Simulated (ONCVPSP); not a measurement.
**Pt: excitation energies, all-electron against ONCV**

ONCVPSP 4.0.1 input, shortened (lines: element, Z, core and valence counts, functional; n l f; lmax; l rc ep ncon nbas qcut; lloc lpopt rc5 dvloc0; l nproj debl; icmod fcfact rcfact), PBE, scalar-relativistic:

```
  Pt 78.00   10    4        4      upf
    1    0    2.00
    2    0    2.00
    2    1    6.00
    3    0    2.00
    3    1    6.00
    3    2   10.00
    4    0    2.00
    4    1    6.00
    4    2   10.00
    4    3   14.00
    5    0    2.00
    5    1    6.00
    5    2    9.00
    6    0    1.00
    2
    0    1.30    0.00    3    7    7.50
    1    1.75    0.00    4    9    7.10
    2    2.20    0.00    4    8    8.30
    4    5    0.90   -1.00
    0    2    0.50
    1    2    3.60
    2    2    3.60
    1    0.35    0.00
```

Energies are relative to the spin-unpolarised reference configuration 5s2 5p6 5d9 6s1; without spin polarisation the order of configurations can differ from experiment.

```csv
valence configuration,charge,ΔE all-electron (eV),error AE − PS (meV)
5s2 5p6 5d8 6s0,+2,29.160,-6.8
5s2 5p6 5d7 6s0,+3,61.377,-16
5s2 5p6 5d9 6s0.5,+0.5,3.694,-1.7
```

**Question.** What are ΔE and the potential's error for 5s2 5p6 5d9 6s0?

**Answer.** ΔE = 9.194 eV all-electron; the error (AE − PS) is -4.6 meV.

Levels in the configuration 5s2 5p6 5d8 6s0:

```tsv
level	all-electron (eV)	pseudo (eV)
5s	-122.767	-122.783
5p	-76.844	-76.856
5d	-25.878	-25.879
```

Note: ghosts flagged at negative energy: s at -48.2 eV; no localised positive-energy state flagged. A true bound ghost makes a file unfit for plane-wave use.
